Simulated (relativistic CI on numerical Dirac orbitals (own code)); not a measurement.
Computed by Dirac-Coulomb-Breit CI, KLI orbitals optimised for each configuration, model QED (radiative potential, 1s self-energy scaled to tabulated hydrogen-like ionisation energies), valence Slater integrals scaled by 0.85, P86 correlation energy added to each configuration (own radial code, finite nucleus).

Configuration list (outside the closed core [Ne]): 3s2, 3s 3p, 3s 4s, 3s 3d, 3s 4p, 3s 5s, 3s 4d, 3s 5p, 3s 4f, 3s 6s, 3s 5d, 3s 6p, 3s 5f, 3p2, 3d2, 3p 4s, 3s 5g, 3p 3d, 3s 6d, 4s2, 3d 4s. Levels of other configurations are missing.

Correlation outside the listed configurations is missing or only estimated: errors of thousands of cm⁻¹ between configurations and terms are usual at this charge. Rates and lifetimes follow the computed energies and can be off by large factors. The fine structure of a lone outer electron comes out too small, for d and f at times inverted, and misplaced configurations move strength between like terms. 45 of the 45 excited levels that our extract of the measured tables holds in this range could be paired (the sources list more); they are missed by 886 cm⁻¹ on average and 2136 at most, and levels without a partner can miss by more.

Outline of the computed level scheme of Mg I. Lowest level of each configuration: 3s2 1S_0 at 0.0000 eV; 3s 3p 3P°_0 at 2.5136 eV; 3s 4s 3S_1 at 5.1022 eV; 3s 3d 1D_2 at 5.7225 eV; 3s 4p 3P°_0 at 5.9300 eV; 3s 5s 3S_1 at 6.4827 eV; 3s 4d 1D_2 at 6.5954 eV; 3s 5p 3P°_0 at 6.7858 eV; 3p2 3P_0 at 6.9038 eV.

Some strong electric-dipole decays among the lowest 28 levels: 3p2 3P_0 → 3s 3p 3P°_1 (5.7e+08 s⁻¹); 3s 3p 1P°_1 → 3s2 1S_0 (4.8e+08 s⁻¹); 3p2 3P_2 → 3s 3p 3P°_2 (4.3e+08 s⁻¹); 3p2 3P_1 → 3s 3p 3P°_2 (2.4e+08 s⁻¹); 3p2 3P_1 → 3s 3p 3P°_0 (1.9e+08 s⁻¹); 3s 3d 3D_3 → 3s 3p 3P°_2 (1.8e+08 s⁻¹); 3p2 3P_2 → 3s 3p 3P°_1 (1.4e+08 s⁻¹); 3p2 3P_1 → 3s 3p 3P°_1 (1.4e+08 s⁻¹).

Rates of lines that live on the mixing of spin multiplicities can be off by large factors.
